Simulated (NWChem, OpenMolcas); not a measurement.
Si2H4F2 (SMILES F[SiH](F)[SiH3]): methods side by side

Si2H4F2 has 8 atoms, charge 0, and is taken as a singlet. As SMILES, `F[SiH](F)[SiH3]`. The coordinates come from a PBE0-D4/def2-TZVP relaxation.

Quantity: the HOMO–LUMO gap, in eV. The values are calculated.

```json
{"level": "HF/cc-pVDZ", "kind": "Hartree–Fock", "program": "OpenMolcas", "value (eV)": "14.76", "CPU time": "12 s"}
{"level": "SVWN5/cc-pVDZ", "kind": "LDA", "program": "OpenMolcas", "value (eV)": "6.13", "CPU time": "30 s"}
{"level": "BLYP/cc-pVDZ", "kind": "GGA", "program": "OpenMolcas", "value (eV)": "6.33", "CPU time": "41 s"}
{"level": "revPBE/cc-pVDZ", "kind": "GGA", "program": "OpenMolcas", "value (eV)": "6.32", "CPU time": "46 s"}
{"level": "B3LYP/cc-pVDZ", "kind": "global hybrid", "program": "OpenMolcas", "value (eV)": "8.04", "CPU time": "42 s"}
{"level": "M06-2X/cc-pVDZ", "kind": "hybrid meta-GGA", "program": "NWChem", "value (eV)": "10.41", "CPU time": "84 s"}
{"level": "PBE0/cc-pVDZ", "kind": "global hybrid", "program": "OpenMolcas", "value (eV)": "8.41", "CPU time": "46 s"}
{"level": "B2PLYP/cc-pVDZ", "kind": "double hybrid", "program": "OpenMolcas", "value (eV)": "10.83", "CPU time": "28 s"}
```

The values span 6.13 to 14.76 eV. Orbital gaps aren't excitation energies, and those of double hybrids come from the SCF part alone; they tend to grow with the share of exact exchange. CPU times are rough (shared hosts, several kinds of processor and program).
